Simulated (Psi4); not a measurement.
Calculation: Psi4 with SAPT0/jun-cc-pVDZ, frozen core.

Psi4 input:

```
molecule {
0 1
C 1.10351195 0.39670599 0.00485214
O 0.11080862 -0.20209369 -0.79632348
C -1.09117841 -0.41915959 -0.09343423
H 0.78085543 1.37811714 0.37767448
H 1.35824474 -0.23406320 0.86713417
H 1.98962734 0.52595040 -0.61473094
H -1.79475954 -0.88168857 -0.78396585
H -1.51750877 0.52393582 0.27410858
H -0.93960137 -1.08770430 0.76468514
--
0 1
C 0.88445509 2.75145445 -3.58179332
S -0.72889093 2.36219695 -2.82734708
H 1.18501637 1.98330828 -4.29109579
H 0.74932120 3.68964400 -4.11715970
H 1.65284811 2.88798495 -2.82388095
H -0.36185035 1.21415347 -2.23533781
units angstrom
symmetry c1
no_reorient
no_com
}
set basis jun-cc-pvdz
set scf_type df
set freeze_core true
energy('sapt0')
```

Part of the output:

```
    SAPT Results
  --------------------------------------------------------------------------------------------------------
    Electrostatics                 -9.58260128 [mEh]      -6.01317309 [kcal/mol]     -25.15911620 [kJ/mol]
      Elst10,r                     -9.58260128 [mEh]      -6.01317309 [kcal/mol]     -25.15911620 [kJ/mol]

    Exchange                       13.33134440 [mEh]       8.36554491 [kcal/mol]      35.00143989 [kJ/mol]
      Exch10                       13.33134440 [mEh]       8.36554491 [kcal/mol]      35.00143989 [kJ/mol]
      Exch10(S^2)                  13.20557929 [mEh]       8.28662611 [kcal/mol]      34.67124365 [kJ/mol]

    Induction                      -3.20660659 [mEh]      -2.01217601 [kcal/mol]      -8.41894443 [kJ/mol]
      Ind20,r                      -5.17259293 [mEh]      -3.24585107 [kcal/mol]     -13.58064087 [kJ/mol]
      Exch-Ind20,r                  3.78820299 [mEh]       2.37713326 [kcal/mol]       9.94592557 [kJ/mol]
      delta HF,r (2)               -1.82221664 [mEh]      -1.14345821 [kcal/mol]      -4.78422913 [kJ/mol]

    Dispersion                     -4.57632421 [mEh]      -2.87168680 [kcal/mol]     -12.01513756 [kJ/mol]
      Disp20                       -5.51847252 [mEh]      -3.46289379 [kcal/mol]     -14.48874761 [kJ/mol]
      Exch-Disp20                   0.94214831 [mEh]       0.59120699 [kcal/mol]       2.47361005 [kJ/mol]
      Disp20 (SS)                  -2.75923626 [mEh]      -1.73144689 [kcal/mol]      -7.24437380 [kJ/mol]
      Disp20 (OS)                  -2.75923626 [mEh]      -1.73144689 [kcal/mol]      -7.24437380 [kJ/mol]
      Exch-Disp20 (SS)              0.50584865 [mEh]       0.31742482 [kcal/mol]       1.32810544 [kJ/mol]
      Exch-Disp20 (OS)              0.43629966 [mEh]       0.27378217 [kcal/mol]       1.14550461 [kJ/mol]

  Total HF                          0.54213653 [mEh]       0.34019581 [kcal/mol]       1.42337925 [kJ/mol]
  Total SAPT0                      -4.03418768 [mEh]      -2.53149099 [kcal/mol]     -10.59175830 [kJ/mol]
```
